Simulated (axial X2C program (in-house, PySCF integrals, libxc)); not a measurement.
# BeV: from Re and ωe to a spectrum

A bond curve at the PBE0 level, 2c, was computed with an axial X2C code built on PySCF integrals (basis V dyall-cv3z [10s10p6d4f2g], Be dyall-cv3z [8s8p3d1f] (cores contracted in-house)) for the state Ω = 1/2 (⟨Sz⟩ = 2.50, ⟨Lz⟩ = -2.00 at PBE0). Its fit gives Re = 2.3802 Å, ωe = 367.5 cm⁻¹, ωexe = 3.42 cm⁻¹ and αe = 4.849e-03 cm⁻¹; the masses are 50.9440 and 9.0122 u. Two-component means X2C with spin–orbit coupling and atomic mean-field Coulomb and Gaunt terms.

Question: Find the reduced mass, Be and the force constant.

Answer: From the PBE0 values: μ = 7.6575 u. Be = 16.8576/(μ Re²) = 0.3886 cm⁻¹. k = 5.8918×10⁻⁷ μ ωe² = 0.609 mdyn/Å.

Question: Estimate the centrifugal constant by the Kratzer relation.

Answer: D = 4Be³/ωe² = 1.74e-06 cm⁻¹.

Question: Where do the fundamental and the first overtone lie?

Answer: ν(1←0) = ωe − 2ωexe = 360.7 cm⁻¹; ν(2←0) = 2ωe − 6ωexe = 714.5 cm⁻¹.

Question: A Morse curve ties αe to the other constants (Pekeris). How well does that hold?

Answer: αe(Morse) = 6Be²/ωe × (√(ωexe/Be) − 1) = 4.848e-03 cm⁻¹; the PBE0 curve gives 4.849e-03 cm⁻¹, a ratio of 1.00.

The state is a single determinant with fixed occupations, the lowest that a limited PBE0 search found. Density functionals use the spin component along the axis (collinear). PBE0 can misorder states that lie within some tenths of an eV, so this need not be the ground state of the molecule. The nearest other 2c determinant of the search, Ω = 9/2, lies 0.04 eV up at the distance of the search. The functionals have no current-density term, which raises determinants with orbital currents, atoms included. With several unpaired electrons one determinant need not be a pure state.
